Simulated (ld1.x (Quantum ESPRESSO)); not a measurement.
**B (Z = 5), TM: configuration errors across variants**

ld1.x (Quantum ESPRESSO) 7.5 input, shortened:

```
&input
   title='B', zed=5., rel=0, dft='PZ', iswitch=3,
   config='[He] 2s1.5 2p0'
 /
 &inputp
   pseudotype=2, tm=.true., lloc=-1, rcloc=2.05,
   nlcc=.true.
 /
2
2S  1  0   1.50   0.00  1.40  1.40  0.0
2P  2  1   0.00   0.00  2.65  2.65  0.0
 &test
   configts(1)='2s1.5 2p0'
 /
```

All-electron excitation energies from the reference (eV): (1) 2s2 2p1 -19.485; (2) 2s2 2p0 -11.156; (3) 2s1 2p0 14.142; (4) 2s2 2p0.5 -16.541; (5) 2s0 2p3 -8.096; (6) 2s1 2p2 -13.805; (7) 2s2 2p1.3 -20.257; (8) 2s1.5 2p0 spin -0.125; (9) 2s2 2p1 spin -19.720.

Spin tests fill each open shell by Hund’s rule, majority spin first.

The default core radius of the base comes out at 0.74 bohr.

3 further variants failed, have other tests or another functional or relativity, and are left out.

A true bound ghost makes a file unfit for plane-wave use even where its test errors are small: the radial tests pick states by their node count and pass the ghost by.

Errors AE − PS in meV (a dash: test not solved or not reliable):

| change | (1) | (2) | (3) | (4) | (5) | (6) | (7) | (8) | (9) | bound ghosts |
| --- | --- | --- | --- | --- | --- | --- | --- | --- | --- | --- |
| base | +88 | +3.9 | +5.9 | +47 | +235 | +160 | +102 | +0.9 | +102 | none |
| local potential the s channel | +93 | +4.6 | +6.4 | +50 | +238 | +163 | +108 | +0.9 | +106 | none |
| wave 2p (bound): rc 2.65 bohr becomes 2p (bound): rc 2.88 bohr | +130 | +3.9 | +5.9 | +67 | +347 | +239 | +153 | +0.9 | +145 | none |
| wave 2s (bound): rc 1.40 bohr becomes 2s (bound): rc 1.86 bohr | +97 | +1.4 | +0.9 | +50 | +280 | +186 | +114 | -0.9 | +112 | none |
| core correction a·sin(br)/r model core inside 1.60 bohr | +112 | +9.2 | +17 | +63 | +265 | +185 | +128 | +10 | +140 | none |
| local potential all-electron potential smoothed inside 2.90 bohr (lloc = -1) | +318 | +57 | +60 | +197 | +214 | +256 | +361 | +0.9 | +339 | s |

Q: Give the same row for: all radii but the core radius scaled by about 1.38 (s 1.94, p 3.66 bohr); local potential all-electron potential smoothed inside 2.84 bohr (lloc = -1).

A: -324, -121, -64, -225, +808, +368, -366, -1.3, -313; bound ghosts: s.
